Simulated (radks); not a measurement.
Valence configurations of the erbium ion Er+ (all share [Xe]). Calculated with a radial shooting solver on a logarithmic mesh with Libxc functionals: Dirac Kohn-Sham, BLYP, spin-unpolarised, spherical densities, finite nucleus; open shells fill j = l - 1/2 first; Fermi nuclear charge, rms radius 5.2516 fm. Energies are relative to 4f12 6s1; eigenvalues in eV.

| valence | E (eV) | e(4f5/2) | e(4f7/2) | e(5d3/2) | e(6p1/2) | e(6s1/2) |
|---|---|---|---|---|---|---|
| 4f12 6s1 | 0.000 | -10.089 | -9.006 | - | - | -9.113 |
| 4f11.5 6s1.5 | 0.732 | -14.091 | -12.974 | - | - | -9.855 |
| 4f12.5 6s0.5 | 0.738 | -6.726 | -5.678 | - | - | -8.411 |
| 4f12 5d1 | 2.478 | -8.542 | -7.461 | -5.849 | - | - |
| 4f13 | 2.600 | -4.313 | -3.299 | - | - | - |
| 4f11 6s2 | 3.197 | -18.566 | -17.414 | - | - | -10.601 |
| 4f11 5d1 6s1 | 4.465 | -16.261 | -15.111 | -8.209 | - | -9.779 |
| 4f11 5d2 | 6.287 | -14.353 | -13.205 | -7.021 | - | - |
| 4f11 6s1 6p1 | 7.088 | -19.728 | -18.576 | - | -7.288 | -11.240 |
| 4f10 5d1 6s2 | 13.708 | -25.772 | -24.552 | -11.166 | - | -11.155 |

NIST lists [Xe] 4f12 6s1 as the ground configuration; this level of theory agrees among the configurations tried. The energies are those of spherical spin-averaged densities, not of single terms.
